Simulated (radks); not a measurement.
Question: All-electron atom: C in [He] 2s2 2p2. All-electron calculation, scalar-relativistic Kohn-Sham, PBE, spin-unpolarised, spherical densities, finite nucleus; Fermi nuclear charge, rms radius 2.4702 fm. Program: a radial shooting solver on a logarithmic mesh with Libxc functionals. Some entries of the table are withheld. Estimate them.

| orbital | occ. | eigenvalue (hartree) | <r> (bohr) | <1/r> (bohr^-1) |
|---|---|---|---|---|
| 1s | 2 | -10.04654 | 0.2706 | (1) |
| 2s | 2 | (2) | (3) | 0.9210 |
| 2p | 2 | (4) | (5) | (6) |

Answer: 
(1) 1s <1/r> (bohr^-1): 5.648
(2) 2s eigenvalue (hartree): -0.50533
(3) 2s <r> (bohr): 1.571
(4) 2p eigenvalue (hartree): -0.19424
(5) 2p <r> (bohr): 1.800
(6) 2p <1/r> (bohr^-1): 0.7682
